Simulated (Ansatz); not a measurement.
TiAl₃. The state is a doublet with charge 0. Geometry PBE0-D4/def2-SVP; atoms count from 1.

```xyz
4

Ti    0.3743   -1.2837    0.9405
Al    1.3999    0.4704   -0.7608
Al   -1.2737   -0.4590   -0.9609
Al   -0.5006    1.2723    0.7812
```

The charge 0 doublet is spin-contaminated (final ⟨S²⟩ up to 2.18, 0.75 for a pure state). The geometry of the doublet was relaxed on an unsound state (⟨S²⟩ 2.20, where a pure state has 0.75). At PBE0-D4/def2-TZVP a quartet of charge 0 lies 0.13 eV below the doublet, each at its own geometry. That quartet is doubtful there (⟨S²⟩ 4.13, where a pure state has 3.75). The structure comes from a short search, and lower isomers may exist.

(1) Estimate the Mulliken populations from the PBE0/def2-TZVP orbitals of Ansatz.

(2) Where does the spin sit?

(3) And the Mayer bond orders between bonded heavy atoms (over 0.3)?

## Answers

(1) 
```tsv
atom	charge (e)	spin (α − β)	d electrons
Ti1	0.18	2.13	2.69
Al2	-0.05	-0.10	–
Al3	-0.05	-0.10	–
Al4	-0.08	-0.93	–
```
Mulliken values and Mayer orders depend strongly on the basis.

(2) Summed by element: Ti 2.13, Al -1.13, of 1 unpaired in all. Largest on single atoms: Ti1 2.13, Al4 -0.93, Al2 -0.10.

(3) Ti1–Al2 1.00 (2.65 Å); Ti1–Al3 1.00 (2.65 Å); Ti1–Al4 0.90 (2.71 Å); Al2–Al3 0.46 (2.84 Å); Al2–Al4 0.80 (2.58 Å); Al3–Al4 0.80 (2.57 Å).
